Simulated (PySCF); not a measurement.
**Correlation energy of Pt²⁺ (platinum, charge +2)**

[Xe] 4f14 5d7 6p1, one real determinant (an excited configuration). Computed with PySCF 2.14 in def2-TZVPPD with the def2 core potential (60 electrons) (6s5p3d2f1g, 59 functions), with a scalar-relativistic core potential. Frozen: nothing; 16 electrons correlated.

```tsv
level	correlation energy (mhartree)
CCSD	-381.31
(T)	-9.96
CCSD(T)	-391.27
```

Diagnostics: T1 = 0.012, D1 = 0.0485, largest double amplitude 0.044.

The real determinant used has ⟨L²⟩ near 14 against 20 for a pure G term, so it mixes terms. Spin-orbit coupling, absent here, splits the open shell strongly.

Cost of the coupled-cluster step: roughly 40 core-seconds, for 16 correlated electrons.

Iterations:

```
CC2 = 0
CCSD nocc = (np.int64(10), np.int64(6)), nmo = (59, 59)
frozen orbitals [[], []]
max_cycle = 100
direct = 0
conv_tol = 1e-08
conv_tol_normt = 1e-06
diis_space = 8
diis_start_cycle = 0
Init t2, MP2 energy = -0.378032614079502
Init E_corr(UCCSD) = -0.378032614114683
cycle = 1  E_corr(UCCSD) = -0.373910104356639  dE = 0.00412250976  norm(t1,t2) = 0.0482342
cycle = 2  E_corr(UCCSD) = -0.379628825757347  dE = -0.0057187214  norm(t1,t2) = 0.0178678
cycle = 3  E_corr(UCCSD) = -0.380659475090752  dE = -0.00103064933  norm(t1,t2) = 0.0109658
cycle = 4  E_corr(UCCSD) = -0.381268688446456  dE = -0.000609213356  norm(t1,t2) = 0.00530827
cycle = 5  E_corr(UCCSD) = -0.38114305549615  dE = 0.00012563295  norm(t1,t2) = 0.00350526
cycle = 6  E_corr(UCCSD) = -0.381264685837071  dE = -0.000121630341  norm(t1,t2) = 0.00229189
cycle = 7  E_corr(UCCSD) = -0.381317585228514  dE = -5.28993914e-05  norm(t1,t2) = 0.00168685
cycle = 8  E_corr(UCCSD) = -0.38126040539056  dE = 5.7179838e-05  norm(t1,t2) = 0.00118821
cycle = 9  E_corr(UCCSD) = -0.381313609625342  dE = -5.32042348e-05  norm(t1,t2) = 0.000878403
cycle = 10  E_corr(UCCSD) = -0.381317876775722  dE = -4.26715038e-06  norm(t1,t2) = 0.000521555
cycle = 11  E_corr(UCCSD) = -0.381311854426027  dE = 6.02234969e-06  norm(t1,t2) = 0.000370852
cycle = 12  E_corr(UCCSD) = -0.381314962149119  dE = -3.10772309e-06  norm(t1,t2) = 0.000164888
cycle = 13  E_corr(UCCSD) = -0.381316331333414  dE = -1.36918429e-06  norm(t1,t2) = 8.93492e-05
cycle = 14  E_corr(UCCSD) = -0.381314035928039  dE = 2.29540537e-06  norm(t1,t2) = 4.05803e-05
cycle = 15  E_corr(UCCSD) = -0.381313918783692  dE = 1.17144347e-07  norm(t1,t2) = 1.5992e-05
cycle = 16  E_corr(UCCSD) = -0.381314131517306  dE = -2.12733614e-07  norm(t1,t2) = 8.3435e-06
cycle = 17  E_corr(UCCSD) = -0.381314312940147  dE = -1.81422842e-07  norm(t1,t2) = 5.18041e-06
cycle = 18  E_corr(UCCSD) = -0.381314368427149  dE = -5.54870019e-08  norm(t1,t2) = 3.39767e-06
cycle = 19  E_corr(UCCSD) = -0.381314284478933  dE = 8.39482165e-08  norm(t1,t2) = 1.80975e-06
cycle = 20  E_corr(UCCSD) = -0.381314255833095  dE = 2.86458377e-08  norm(t1,t2) = 8.94266e-07
cycle = 21  E_corr(UCCSD) = -0.381314243018149  dE = 1.28149458e-08  norm(t1,t2) = 5.53063e-07
cycle = 22  E_corr(UCCSD) = -0.381314245174505  dE = -2.15635559e-09  norm(t1,t2) = 3.38266e-07
UCCSD converged
E(UCCSD) = -117.4654588172034  E_corr = -0.3813142451745048
UCCSD(T) correction = -0.0099578794734829
```

The reference is one real determinant that mixes LS terms of this configuration.

The basis has no tight functions for the innermost shells, so their pair energies are far from complete.

This basis was not built for core-valence correlation, so the inner-shell part is incomplete.
